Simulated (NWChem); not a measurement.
Species: C₂H₃BF₂; SMILES C=CB(F)F

```xyz
8

B     -0.0304     0.5097     0.0000
F     -0.7675     1.6156     0.0000
F      1.2911     0.6694     0.0000
C     -0.6738    -0.8969     0.0000
C      0.0734    -2.0108     0.0000
H     -1.7596    -0.9889     0.0000
H     -0.3599    -3.0092     0.0000
H      1.1603    -1.9615     0.0000
```
Atoms are numbered in this order, from 1.

Level: B3LYP/6-31G* (spherical d) (NWChem), optimised geometry, unscaled harmonic frequencies. B3LYP is NWChem's, with the RPA form of VWN correlation.

| frequency (cm⁻¹) | IR intensity (km/mol) |
|---|---|
| 107 | 0.0 |
| 207 | 0.3 |
| 426 | 6.2 |
| 434 | 0.9 |
| 522 | 9.0 |
| 732 | 58.7 |
| 776 | 0.7 |
| 1022 | 25.4 |
| 1040 | 8.8 |
| 1057 | 16.8 |
| 1274 | 154.5 |
| 1351 | 142.3 |
| 1418 | 227.2 |
| 1486 | 120.2 |
| 1698 | 61.2 |
| 3154 | 14.5 |
| 3167 | 5.1 |
| 3236 | 12.1 |

```
Property                                                                            Value
-----------------------------------------------------------------------  ----------------
zero-point energy                                                           33.0 kcal/mol
thermal correction to the enthalpy at 298.15 K (with zero-point energy)     36.9 kcal/mol
heat capacity Cv                                                         16.7 cal/(mol K)
entropy at 298.15 K and 1 atm (symmetry number 1)                        73.0 cal/(mol K)
dipole moment                                                                      1.84 D
```

Rigid rotor and harmonic oscillator.
